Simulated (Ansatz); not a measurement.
C₂H₅F₃OSi, SMILES `C[SiH2]OC(F)(F)F`, relaxed with RKS PBE0-D4/def2-TZVP in the Gaussian-basis code of Ansatz from a PBE-D4/def2-SVP geometry. The force threshold is 0.005 eV/Å; the program also tests the step.

The species carries charge 0 and has multiplicity 1.

Start:

```xyz
12

C     1.075   -1.496   -0.070
Si    0.513   -0.018    0.931
O    -1.083    0.443    0.454
C    -1.381    1.203   -0.606
F    -2.663    1.023   -0.960
F    -0.602    0.898   -1.690
F    -1.197    2.523   -0.359
H     0.368   -2.341    0.047
H     2.078   -1.831    0.267
H     1.135   -1.233   -1.145
H     1.412    1.170    0.748
H     0.345   -0.341    2.383
```

How much energy does the relaxation release, and in how many steps? (Estimate.)

The calculation gave: 7.00 kJ/mol, in 9 steps.

Which bonds change most? (Estimate.)

The calculation gave: Si2–O3 from 1.729 to 1.686 Å; C4–F6 from 1.369 to 1.348 Å; C1–Si2 from 1.871 to 1.852 Å; Si2–H11 from 1.501 to 1.483 Å.

Give the relaxed structure. (Estimate.)

Ansatz gave: 
```xyz
12

C     1.074   -1.487   -0.065
Si    0.502   -0.020    0.910
O    -1.049    0.438    0.431
C    -1.372    1.199   -0.603
F    -2.650    1.027   -0.919
F    -0.640    0.912   -1.698
F    -1.186    2.500   -0.350
H     0.374   -2.320    0.037
H     2.051   -1.817    0.299
H     1.168   -1.240   -1.124
H     1.402    1.145    0.736
H     0.328   -0.337    2.345
```
